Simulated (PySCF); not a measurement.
Structure from NMR data

The spectra below were simulated for a compound C3H5F3O2Si.

1H NMR (400 MHz, computed): δ 5.95 (m, 1H), 5.36 (m, 1H), 5.29 (m, 1H), 5.10 (m, 1H), 4.64 (m, 1H).

13C{1H} NMR (computed): δ 131.3 (C), 109.7 (CH), 65.3 (CH2).

Fast rotation and ring inversion assumed for equivalent nuclei, one computed conformer, no solvent model, non-relativistic. GFN2-xTB structure; NMR shieldings at PBE0/pcSseg-1/GIAO; PySCF 2.14.0 with density-fitted response routines.

Scale: 1H, 13C vs TMS (reference shieldings calculated alike).

**Question.** Which candidate is it?
A. O=C(CC(F)(F)F)O[SiH3]
B. C=C(O[SiH2]O)C(F)(F)F
C. FC(F)(F)O[C@H]1OC[SiH2]1

**Answer.** C. 

The formula gives 1 degree of unsaturation (1 ring in the answer). 3 carbon signals for 3 carbons: no two carbons are equivalent. Carbon types of the structure: 1 × C, 1 × CH, 1 × CH2, leaving 2 H on heteroatoms. δC 131.3: CF3 carbon; 4 electronegative neighbours deshield it. δC 109.7: sp3 carbon bearing two oxygens; 2 electronegative neighbours deshield it. δC 65.3: sp3 CH2 bonded to O and Si; the inductive effect lowers its shielding. δH 5.95: hydrogen on an sp3 carbon bearing two oxygens; its carbon carries O, which withdraws density. δH 5.10, 4.64: hydrogen on an sp3 CH2 bonded to O and Si; its carbon carries O, which withdraws density.

The others: C=C(O[SiH2]O)C(F)(F)F would give 3 signals for carbon-bound and other non-exchanging H, not 5; O=C(CC(F)(F)F)O[SiH3] would give 2 signals for carbon-bound and other non-exchanging H, not 5.

Splittings by 19F in the carbon and heteronuclear signals aren't shown, as no couplings were computed. Shifts are as computed. Against solution values, carbons near 30 ppm lie about +3 ppm off and those near 130 ppm about +5 ppm. Of 1309 compounds with measured shifts, 239 miss one by over three times the rms of a fit or turn the order of signals round; such compounds aren't used in these exercises. Multiplicities follow the n + 1 count of equivalent neighbours, as no J values were calculated; m marks all less simple cases, F and P coupling included.
